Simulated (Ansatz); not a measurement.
TaTe₂⁻, relaxed as a singlet with RKS r2SCAN-D4/def2-TZVPD in Ansatz, starting from the GFN1-xTB geometry. Force threshold 0.02 eV/Å.

In the def2 sets Ta, Te take a core potential; there is no spin–orbit coupling. The relaxation made no stability test and no search for a lower SCF solution. No other spin state of charge -1 was run. The structure comes from a short search, and lower isomers may exist.

Start:

```xyz
3

Ta    0.182    0.222    1.527
Te   -0.812   -1.230   -0.514
Te    0.630    1.008   -1.013
```

(1) Estimate the energy that the relaxation releases and the steps that it takes.

(2) Does the start keep its bonding and symmetry?

(3) Predict the relaxed structure.

Results:

(1) 3.13 eV, in 9 steps; 22 s on 4 threads of Arm Neoverse V2 on a shared host. No frequencies were taken in this run, so the end may be a saddle point.

(2) Bonds lost: Te2–Te3 (atoms count from 1). The end is the same structure that another start reached, the lowest one found. Point group C2v at the start, C2v at the end, both within 0.05 Å.

(3) 
Cartesian coordinates in Å:
```
Ta 0.112 0.141 0.839
Te -1.210 -1.862 0.035
Te 1.097 1.722 -0.874
```
Bond lengths: 2 × Ta–Te 2.53 Å.
